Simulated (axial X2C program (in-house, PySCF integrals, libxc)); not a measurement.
**SbB: from the spin-free to the two-component result**

Computed with an axial X2C code built on PySCF integrals. Spin-free means the one-electron spin-free X2C Hamiltonian; two-component (2c) means X2C with spin–orbit coupling and atomic mean-field two-electron Coulomb and Gaunt terms, so the difference of the two also holds small scalar two-electron terms. Basis: Sb dyall-cv3z [11s12p8d4f1g], B dyall-v3z [7s6p2d1f] (cores contracted in-house); Gaussian nuclei, density fitting, unrestricted open shells. Masses: Sb 120.904 u, B 11.009 u.

Spin-free state: M_S = 1, Λ = 1 (beyond evenly filled blocks: σα, π+α, π+β, π-α); fragments Sb + B.

```json
{"level": "PBE0", "Re (Å)": "2.051", "ωe (cm⁻¹)": "691.1", "De (eV)": "2.441", "μ (D)": "-0.72"}
{"level": "r2SCAN", "Re (Å)": "2.056", "ωe (cm⁻¹)": "690.1", "De (eV)": "2.449", "μ (D)": "-0.64"}
```

Dipoles are positive if B is the positive end.

Two-component determinant lowest at the distance of the search:

Ω = 2 (⟨Sz⟩ = 0.99, ⟨Lz⟩ = 1.01 at PBE0); fragments Sb + B.

```csv
level,Re (Å),ωe (cm⁻¹),De (eV),μ (D)
PBE0,2.054,684.0,2.536,-0.73
r2SCAN,2.058,685.4,2.559,-0.63
```

From the two tables, how do the constants change at the PBE0 level (2c against spin-free)?

At the PBE0 level Re increases by 0.003 Å and ωe decreases by 7.1 cm⁻¹; De is not compared, since the atomic limits differ or miss part of their spin–orbit lowering.

Occupations by symmetry block were frozen at the best pattern of an incomplete PBE0 search. Dissociation energies refer to the lowest single-determinant-based atoms at the same level and basis. Density functionals use the spin component along the axis (collinear). A 2c atom that is not at its ground J level misses part of its spin–orbit lowering, and De is too large by that part (0.04 eV or less for light atoms). This holds for PBE0, r2SCAN. Other states lie close and PBE0, whose exact exchange favours high spin, may order them wrongly; the determinant shown need not be the ground state. The nearest other spin-free determinant of the search, M_S = 0, Λ = 1, lies 0.13 eV up at the distance of the search. The functionals have no current-density term, which raises determinants with orbital currents, atoms included. With several unpaired electrons one determinant need not be a pure state. Open-shell Ω = 0 determinants with evenly filled partner blocks cannot be reached by this program, so the Ω shown need not be the lowest component.
